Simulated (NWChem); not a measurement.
The numbers come from NWChem runs, not from measurements. System: H₆Ga₂, charge 0, spin multiplicity 1, at a geometry optimised with PBE/def2-SVP. The structure started from a generated list of species. Level: TDA-BHandHLYP/def2-SVP.

The NWChem input:

```
start mol
memory heap 200 mb stack 900 mb global 1100 mb
geometry units angstroms nocenter noautoz
  Ga     1.307596     0.000000    -0.000006
  Ga    -1.307596     0.000000    -0.000006
  H      0.000000     1.187121     0.009830
  H      1.966398     0.000000     1.419049
  H      1.945394     0.000000    -1.428690
  H      0.000000    -1.187121     0.009830
  H     -1.966398     0.000000     1.419049
  H     -1.945394     0.000000    -1.428690
  symmetry group C2v
end
basis spherical
  * library def2-svp
end
dft
  xc bhlyp
  semidirect memsize 60000000 filesize 0
  iterations 100
end
tddft
  cis
  nroots 6
  notriplet
  thresh 1e-4
end
task tddft energy
```

NWChem printed:

```
             Northwest Computational Chemistry Package (NWChem) 7.3.0
             --------------------------------------------------------

                                NWChem Input Module
                                -------------------

 Scaling coordinates for geometry "geometry" by  1.889725989
 (inverse scale =  0.529177249)

 Turning off AUTOSYM since
 SYMMETRY directive was detected!

                             Geometry "geometry" -> ""
                             -------------------------

 Output coordinates in angstroms (scale by  1.889725989 to convert to a.u.)

  No.       Tag          Charge          X              Y              Z
 ---- ---------------- ---------- -------------- -------------- --------------
    1 Ga                  31.0000     1.30759600     0.00000000    -0.00000600
    2 Ga                  31.0000    -1.30759600     0.00000000    -0.00000600
    3 H                    1.0000     0.00000000     1.18712100     0.00983000
    4 H                    1.0000     1.96639800     0.00000000     1.41904900
    5 H                    1.0000     1.94539400     0.00000000    -1.42869000
    6 H                    1.0000     0.00000000    -1.18712100     0.00983000
    7 H                    1.0000    -1.96639800     0.00000000     1.41904900
    8 H                    1.0000    -1.94539400     0.00000000    -1.42869000

 Effective nuclear repulsion energy (a.u.)     294.6337768235

            Nuclear Dipole moment (a.u.)
            ----------------------------
        X                 Y               Z
 ---------------- ---------------- ----------------
     0.0000000000     0.0000000000     0.0000113384

      Symmetry information
      --------------------

 Group name             C2v
 Group number             16
 Group order               4
 No. of unique centers     4

      Symmetry unique atoms

     1    3    4    5


 Summary of "ao basis" -> "" (spherical)
 ------------------------------------------------------------------------------
       Tag                 Description            Shells   Functions and Types
 ---------------- ------------------------------  ------  ---------------------
 *                          def2-svp                  on all atoms

                                 NWChem DFT Module
                                 -----------------

 Summary of "ao basis" -> "ao basis" (spherical)
 ------------------------------------------------------------------------------
       Tag                 Description            Shells   Functions and Types
 ---------------- ------------------------------  ------  ---------------------
 Ga                         def2-svp                12       32   5s4p3d
 H                          def2-svp                 3        5   2s1p

 Summary of "ao basis" -> "ao basis" (spherical)
 ------------------------------------------------------------------------------
       Tag                 Description            Shells   Functions and Types
 ---------------- ------------------------------  ------  ---------------------
 Ga                         def2-svp                12       32   5s4p3d
 H                          def2-svp                 3        5   2s1p

      Symmetry analysis of basis
      --------------------------

        a1         34
        a2         13
        b1         31
        b2         16

            General Information
            -------------------
          SCF calculation type: DFT
          Wavefunction type:  closed shell.
[...]
     Occ.   32  a1  ---  Virt.   38  b2       0.15712
     Occ.   34  b1  ---  Virt.   35  a2       0.98410
  ----------------------------------------------------------------------------
  Root   2 singlet a2             0.259791644 a.u.                7.0693 eV
  ----------------------------------------------------------------------------
     Transition Moments    X  0.00000   Y  0.00000   Z -0.00000
     Transition Moments   XX  0.00000  XY  2.72417  XZ  0.00000
     Transition Moments   YY -0.00000  YZ -0.00000  ZZ  0.00000
     Dipole Oscillator Strength                    0.0000000000
     Electric Quadrupole                           0.0000006929
     Magnetic Dipole                               0.0000127774
     Total Oscillator Strength                     0.0000134703

          sigma_e =   2.4224 Angstrom
          sigma_h =   2.1810 Angstrom
         |d_h->e| =   0.0046 Angstrom
            d_exc =   3.1358 Angstrom
            d_CD1 =   0.2460 Angstrom
            d_CD2 =  -2.2970 Angstrom
            d_CD3 =   3.1405 Angstrom
     Pearson C.C. =   0.0749

     Occ.   29  a1  ---  Virt.   35  a2       0.05456
     Occ.   30  b1  ---  Virt.   38  b2      -0.06019
     Occ.   31  b2  ---  Virt.   36  b1       0.15151
     Occ.   33  a1  ---  Virt.   35  a2      -0.98212
     Occ.   33  a1  ---  Virt.   48  a2      -0.05416
  ----------------------------------------------------------------------------
  Root   3 singlet a2             0.267515198 a.u.                7.2795 eV
  ----------------------------------------------------------------------------
     Transition Moments    X  0.00000   Y -0.00000   Z  0.00000
     Transition Moments   XX  0.00000  XY  0.01412  XZ  0.00000
     Transition Moments   YY -0.00000  YZ  0.00000  ZZ -0.00000
     Dipole Oscillator Strength                    0.0000000000
     Electric Quadrupole                           0.0000000000
     Magnetic Dipole                               0.0000000001
     Total Oscillator Strength                     0.0000000001

          sigma_e =   2.4623 Angstrom
          sigma_h =   2.3662 Angstrom
         |d_h->e| =   0.0082 Angstrom
            d_exc =   3.0216 Angstrom
            d_CD1 =   0.1042 Angstrom
            d_CD2 =  -2.4061 Angstrom
            d_CD3 =   3.0298 Angstrom
     Pearson C.C. =   0.2173

     Occ.   32  a1  ---  Virt.   35  a2      -0.97111
     Occ.   34  b1  ---  Virt.   38  b2      -0.22753
     Occ.   34  b1  ---  Virt.   47  b2      -0.05300
  ----------------------------------------------------------------------------
  Root   4 singlet b1             0.290845331 a.u.                7.9143 eV
  ----------------------------------------------------------------------------
     Transition Moments    X  0.89249   Y -0.00000   Z  0.00000
     Transition Moments   XX -0.00000  XY  0.00000  XZ  0.00517
     Transition Moments   YY -0.00000  YZ -0.00000  ZZ  0.00000
     Dipole Oscillator Strength                    0.1544460431
     Electric Quadrupole                           0.0000000000
     Magnetic Dipole                               0.0000000002
     Total Oscillator Strength                     0.1544460433

          sigma_e =   2.4755 Angstrom
          sigma_h =   1.6327 Angstrom
         |d_h->e| =   0.0053 Angstrom
            d_exc =   2.9732 Angstrom
            d_CD1 =   0.8481 Angstrom
            d_CD2 =  -2.0488 Angstrom
            d_CD3 =   2.9785 Angstrom
     Pearson C.C. =  -0.0057

     Occ.   29  a1  ---  Virt.   36  b1       0.05569
     Occ.   31  b2  ---  Virt.   35  a2      -0.95283
     Occ.   33  a1  ---  Virt.   36  b1      -0.25800
     Occ.   33  a1  ---  Virt.   40  b1       0.07537
     Occ.   33  a1  ---  Virt.   51  b1       0.05320
     Occ.   34  b1  ---  Virt.   39  a1      -0.07643
  ----------------------------------------------------------------------------
  Root   5 singlet a1             0.317675709 a.u.                8.6444 eV
  ----------------------------------------------------------------------------
     Transition Moments    X  0.00000   Y -0.00000   Z  0.58142
     Transition Moments   XX  0.07900  XY  0.00000  XZ  0.00000
     Transition Moments   YY  0.00203  YZ  0.00000  ZZ -0.04866
     Dipole Oscillator Strength                    0.0715944228
     Electric Quadrupole                           0.0000000007
     Magnetic Dipole                               0.0000000000
     Total Oscillator Strength                     0.0715944236

          sigma_e =   2.6266 Angstrom
          sigma_h =   2.4205 Angstrom
         |d_h->e| =   0.0105 Angstrom
            d_exc =   3.1895 Angstrom
            d_CD1 =   0.2166 Angstrom
            d_CD2 =  -2.5131 Angstrom
            d_CD3 =   3.2000 Angstrom
     Pearson C.C. =   0.2033

     Occ.   32  a1  ---  Virt.   37  a1      -0.32778
     Occ.   34  b1  ---  Virt.   36  b1       0.89947
     Occ.   34  b1  ---  Virt.   40  b1      -0.26792
  ----------------------------------------------------------------------------
  Root   6 singlet b1             0.322339105 a.u.                8.7713 eV
  ----------------------------------------------------------------------------
     Transition Moments    X -0.01607   Y  0.00000   Z  0.00000
     Transition Moments   XX -0.00000  XY -0.00000  XZ -0.61239
     Transition Moments   YY -0.00000  YZ -0.00000  ZZ -0.00000
     Dipole Oscillator Strength                    0.0000554853
     Electric Quadrupole                           0.0000000669
     Magnetic Dipole                               0.0000123322
     Total Oscillator Strength                     0.0000678844

          sigma_e =   2.7490 Angstrom
          sigma_h =   2.4080 Angstrom
         |d_h->e| =   0.0073 Angstrom
            d_exc =   3.0800 Angstrom
            d_CD1 =   0.3484 Angstrom
            d_CD2 =  -2.5712 Angstrom
            d_CD3 =   3.0873 Angstrom
     Pearson C.C. =   0.2923

     Occ.   32  a1  ---  Virt.   36  b1      -0.53129
     Occ.   32  a1  ---  Virt.   40  b1       0.22727
     Occ.   34  b1  ---  Virt.   37  a1       0.80847
     Occ.   34  b1  ---  Virt.   43  a1      -0.07308

              Target root =      1
          Target symmetry = none
      Ground state energy =  -3852.723777068927
        Excitation energy =      0.249973102140
     Excited state energy =  -3852.473803966786

  stored tddft:energy   -3852.4738039667864

 Task  times  cpu:      100.4s     wall:      100.4s

 Total times  cpu:      100.4s     wall:      100.4s
```
